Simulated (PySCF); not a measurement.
Excitations are Tamm–Dancoff values on a coarser integration grid. The basis has no diffuse functions, so Rydberg states are missing or too high.

**Cl4Sn, SMILES `[Cl][Sn]([Cl])([Cl])[Cl]` (charge 0, multiplicity 1)**

Level of theory: TPSSh-D3(BJ)/def2-TZVP // B3LYP-D3(BJ)/def2-TZVP in PySCF.

```yaml
HOMO: -9.01 eV
dipole_moment: 0.00 D
LUMO: -3.87 eV
HOMO–LUMO gap: 5.15 eV
S1 excitation (TDA): 4.67 eV
S1 oscillator strength: 0.000
brightest of the four lowest singlets (TDA): 5.13 eV
T1 excitation (TDA): 4.35 eV
S1–T1 gap (TDA): 0.32 eV
total_energy: -2055.3356 Ha
cost: about 4 core-minutes (a rough figure)
```

Bonds (Å): Cl1–Sn2 2.309, Sn2–Cl3 2.309, Sn2–Cl4 2.309, Sn2–Cl5 2.309. Angles (°): Cl1–Sn2–Cl3 109.5, Cl1–Sn2–Cl4 109.5, Cl1–Sn2–Cl5 109.5, Cl3–Sn2–Cl4 109.5, Cl3–Sn2–Cl5 109.5, Cl4–Sn2–Cl5 109.5.
Charge 0, spin multiplicity 1.
